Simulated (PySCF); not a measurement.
PySCF 2.14 output of an unrestricted LDA calculation on a single atom or ion in x2c-QZVPPall with one added diffuse shell each of s, p, d, f type (8s5p4d3f1g, 73 functions), with the spin-free X2C one-electron Hamiltonian (Gaussian nucleus):

```
SCF conv_tol = 1e-09
number electrons alpha = 5  beta = 3
    P. A. M. Dirac.,  Math. Proc. Cambridge Philos. Soc. 26, 376 (1930)
    F. Bloch.,  Z. Phys. 57, 545 (1929)
    S. H. Vosko, L. Wilk, and M. Nusair.,  Can. J. Phys. 58, 1200 (1980)
cycle= 1 E= -74.5822119527715  delta_E= -0.0116  |g|= 0.0425  |ddm|= 0.0999
cycle= 2 E= -74.5820667221528  delta_E= 0.000145  |g|= 0.0442  |ddm|= 0.0354
cycle= 3 E= -74.5827249603323  delta_E= -0.000658  |g|= 0.00331  |ddm|= 0.0191
cycle= 4 E= -74.5827284117283  delta_E= -3.45e-06  |g|= 0.000118  |ddm|= 0.00124
cycle= 5 E= -74.5827284211445  delta_E= -9.42e-09  |g|= 2.15e-05  |ddm|= 0.000103
cycle= 6 E= -74.5827284213551  delta_E= -2.11e-10  |g|= 5.3e-07  |ddm|= 1.33e-05
converged SCF energy = -74.5827284213551  <S^2> = 2.0039844  2S+1 = 3.0026551
```

The run itself started from symmetry-adapted Hartree-Fock orbitals and held the occupation by maximum overlap, on a logarithmic radial grid, so the iterations belong to that start.

Task: Which element, charge and spin multiplicity is this?

Result: O (oxygen, neutral), multiplicity 3; the state was [He] 2s2 2p4, high-spin 3P determinant.
